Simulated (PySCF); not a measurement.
CH₃Cl₂NSi₂, SMILES Cl[Si]1(Cl)C=N[SiH2]1.

Coordinates come from a r2SCAN-D4/def2-SVP optimisation. The structure was generated by enumeration, and PubChem lists no compound with its InChIKey, so it may never have been made.

Two levels are set side by side: PBE/def2-TZVP (PySCF) and B3LYP/def2-TZVP (PySCF). Same geometry, gas phase. Differences are taken from unrounded values.

```json
[
 {"quantity": "orbital gap (eV)", "B3LYP": "5.11"},
 {"quantity": "highest occupied level (eV)", "B3LYP": "-7.12"},
 {"quantity": "lowest empty level (eV)", "B3LYP": "-2.01"},
 {"quantity": "dipole moment (D)", "B3LYP": "0.60"},
 {"quantity": "mean polarisability (bohr³)", "B3LYP": "92.9"}
]
```

Question: What does PBE give, and how far is it from B3LYP? (Estimate from the structure and the level; the computed values follow.)

Answer: 
| quantity | PBE | PBE minus B3LYP |
|---|---|---|
| orbital gap (eV) | 3.16 | -1.95 |
| highest occupied level (eV) | -6.06 | 1.05 |
| lowest empty level (eV) | -2.90 | -0.89 |
| dipole moment (D) | 0.58 | -0.02 |
| mean polarisability (bohr³) | 96.3 | 3.3 |

PBE's occupied levels lie high since its potential decays too fast outside the molecule; exact exchange lowers them and widens the gap. Loosely held outer electrons make PBE densities more polarisable. Differences between two approximate levels are no errors against the true value.

Rough cost on one machine, each run with all the roots and properties that it gave: B3LYP against PBE within a factor of 2.
